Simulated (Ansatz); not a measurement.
`FB[AsH2]` + H₂ → `B[AsH2]` + H–F at 600 K and 1 bar (hydrogenolysis of a B–F bond).

Isolated molecules relaxed with PBE0-D4/def2-TZVP in Ansatz; ΔE leaves out vibrations. CBS: MP2 limit from def2 TZ/QZ plus the TZ coupled-cluster correction, frozen cores. This one scheme is used for every species. For As outer-core shells are correlated without core-valence functions, which leaves a few kJ/mol of doubt a bond. Scalar relativity is left out up to krypton.

| species | CCSD(T)/CBS energy (Eh) | H − E (kJ/mol) | S (J/(mol·K)) |
| --- | --- | --- | --- |
| `FB[AsH2]` | -2361.43380 | 120.1 | 349.8 |
| H₂ | -1.17544 | 43.9 | 150.8 |
| `B[AsH2]` | -2262.17165 | 129.7 | 320.6 |
| H–F | -100.39570 | 42.3 | 194.0 |

H − E and S are ideal-gas, rigid-rotor, harmonic terms from PBE0-D4/def2-TZVP, for one conformer and one mirror image of each species. The MP2-based limit puts H₂ 0.8 mEh under its directly extrapolated value; such offsets cancel only in part. 1 Eh = 2625.50 kJ/mol, R = 8.31446 J/(mol·K).

**Question.** By hand: ΔE, ΔH, ΔS and ΔG.

**Answer.** ΔE = (-2262.17165) + (-100.39570) − (-2361.43380) − (-1.17544) = 0.04189 Eh = 110.0 kJ/mol. Δ(H − E) = 129.7 + 42.3 − 120.1 − 43.9 = 8.0, so ΔH = 118.0 kJ/mol. ΔS = 320.6 + 194.0 − 349.8 − 150.8 = 14.0 J/(mol·K). ΔG = 118.0 − 600 × (14.0)/1000 = 109.6 kJ/mol.

**Question.** By hand: the equilibrium constant, and the temperature at which ΔG would vanish if ΔH and ΔS stayed fixed.

**Answer.** log₁₀ K = −ΔG/(RT ln 10) = -9.5. ΔG = 0 at ΔH/ΔS = 8429 K, far beyond where these terms or the molecules hold.

The number of gas molecules stays the same, so ΔS is small and ΔH decides. A doubt of 5 kJ/mol in ΔE shifts log₁₀ K by 0.4 here. Other conformers and mirror images would add mixing entropy, several J/(mol·K) or more a flexible species. These are equilibria of isolated gas molecules and say nothing of rates. Largest T1 diagnostic: 0.014 (customary marks: 0.02 for closed shells, 0.045 for open ones).
